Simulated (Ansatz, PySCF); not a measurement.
This Ansatz (an electronic-structure program) input computes a r2SCAN/def2-TZVPD energy:

Ansatz 0.2 input:
```yaml
crystal:
  periodic: [false, false, false]
  atoms:
    - {symbol: In, position_ang: [0.00000000, 0.00000000, 0.00000000]}
    - {symbol: Br, position_ang: [-0.00000000, -0.00000000, -2.36845066]}
    - {symbol: Br, position_ang: [0.00000000, 0.00000000, 2.36845066]}
basis:
  gaussian:
    orbitals: def2-TZVPD
hamiltonian:
  xc: {name: r2SCAN}
total_charge: 1
output: {forces: true}
```

Problem. Write an input for the same energy in PySCF and say what it gives.

Solution. 
```python
from pyscf import gto, scf, dft

mol = gto.M(
    atom='''
    In    0.00000000    0.00000000    0.00000000
    Br   -0.00000000   -0.00000000   -2.36845066
    Br    0.00000000    0.00000000    2.36845066
    ''',
    basis='def2-tzvpd',
    ecp='def2-tzvp',
    charge=1,
    spin=0,
    verbose=4,
)

mf = dft.RKS(mol, xc='r2scan').density_fit(auxbasis='def2-universal-jkfit')
mf.grids.level = 4
mf.conv_tol = 1e-9
mf.max_cycle = 100
mf.max_memory = 1500
mf.kernel()
if not mf.converged:
    mf = mf.newton()
    mf.kernel(mf.make_rdm1())
mf.analyze()
```
It gives -5338.29869 Eh, and Ansatz -5338.29856 Eh, a difference of 0.13 mEh, from the treatment of integrals and grids.

It need not be the lowest isomer of its formula.
